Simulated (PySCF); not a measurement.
Species: C5H6NO3 (doublet state).
Structure used (GFN2-xTB), in Å, numbered top down from 1:
```
atom  x, y, z in Å
C1     2.6467    0.3777   -0.2695
N2     1.5673    0.0231   -0.7957
C3     0.3384    0.1123   -0.0619
C4    -0.5424    1.1362   -0.6795
O5    -1.8849    0.9850   -0.6661
C6    -2.4975   -0.0481   -0.0512
O7    -3.6719   -0.0123    0.1668
O8    -1.7462   -1.0992    0.3069
C9    -0.4249   -1.2201   -0.1879
H10    3.5469    0.3065   -0.8604
H11    2.7440    0.7548    0.7533
H12    0.5041    0.3315    1.0155
H13   -0.1894    1.8878   -1.3598
H14   -0.4357   -1.5185   -1.2428
H15    0.0413   -2.0088    0.4048
```

The hyperfine couplings belong to this conformer and change with its torsions.

The species is `C=N[C@H]1[CH]OC(=O)OC1` [radical].

Method used: PySCF, UKS B3LYP, pcH-1 on C H N O, non-relativistic, mean-field spin-orbit, GIAO. Isolated species at its GFN2-xTB geometry (one conformer only). Couplings are sensitive to structure, and on GFN2-xTB geometries they can be far from those on DFT ones. Stability of the SCF solution: not tested.

Where do the isotropic ENDOR lines of N2, H12, H13, H15, H14, H11 and H10 fall at 340.7 mT, to first order?

For S = 1/2 in fast tumbling each set of equivalent nuclei gives two lines, ν± = |νn ± a/2| to first order, with νn = g_N μN B/h and μN/h = 7.62259 MHz/T.

```tsv
nuclei	isotope	g_N	νn (MHz)	a_iso (MHz)	lower line (MHz)	upper line (MHz)
N2	14N	0.4038	1.05	5.92	1.91	4.01
H12	1H	5.5857	14.51	100.02	35.50	64.52
H13	1H	5.5857	14.51	-61.50	16.24	45.26
H15	1H	5.5857	14.51	5.81	11.60	17.41
H14	1H	5.5857	14.51	-2.02	13.50	15.52
H11	1H	5.5857	14.51	-1.07	13.97	15.04
H10	1H	5.5857	14.51	-0.85	14.08	14.93
```

Which pairs are centred on the nuclear Larmor frequency, and which on half the coupling?

Centred on νn, since |a| < 2νn: H15, H14, H11 and H10. Centred on |a|/2 and split by 2νn: N2, H12 and H13.

At what field would the lower line of N2 fall to zero frequency?

Where νn = |a|/2, that is B = 2.96 MHz/(0.4038 × 7.62259 MHz/T) = 962 mT, as far as first order holds there.

The largest Mulliken spin population is on C4 (+0.91). The angles at C4 add up to 358.3°, so it is nearly planar; its axial dipolar tensor and the negative coupling of its proton fit spin in a p orbital normal to that plane.
